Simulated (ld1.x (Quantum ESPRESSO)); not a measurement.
**Building the TM potential for Se (BLYP, scalar-relativistic).**

selenium (Se), norm-conserving Troullier–Martins (Kleinman–Bylander form), made with ld1.x (Quantum ESPRESSO) 7.5 (BLYP, scalar-relativistic). Core [Ar], reference 3d10 4s1.75 4p4.25. Waves: 4s (bound): rc 1.20 bohr; 3d (bound): rc 0.75 bohr; 4f channel at 0.45 Ry: rc 1.15 bohr; 4p (bound): rc 1.25 bohr. Local part: the p channel. Core correction: Bessel-smoothed model core inside 0.35 bohr.

All-electron outer shells of the reference configuration (BLYP, scalar-relativistic, ld1.x):

```tsv
shell	level (eV)	outermost node (bohr)	outermost maximum (bohr)
3s	-213.56	0.24	0.50
3p	-153.14	0.21	0.50
3d	-53.40	–	0.45
4s	-17.41	0.70	1.51
4p	-6.52	0.74	1.80
```

Does the generator finish with these settings?

Yes, a potential is produced.

Estimate the cutoffs (Ry, on a coarse ladder) from which the occupation-weighted sum of valence levels, in a spherical-Bessel basis at the reference potential, stays within 10 and 1 mRy of its value at 400 Ry.

over 300 Ry and over 300 Ry.

What does a ghost test show?

No extra level below or beside the all-electron valence levels (s, d, f, p tested).

Which valence shell sets the plane-wave cutoff?

3d: its level needs over 300 Ry to come within 1 mRy, against 110 Ry for 4s.

Tests: 3d10 4s2 4p4; 3d10 4s2 4p3; 3d10 4s2 4p2; 3d10 4s2 4p1; 3d10 4s2 4p0; 3d9 4s2 4p4; 3d10 4s1 4p5. Which has the largest error in its energy relative to the reference configuration, and how large is it?

3d9 4s2 4p4, with -863 meV (all-electron minus pseudo) on +61.25 eV.
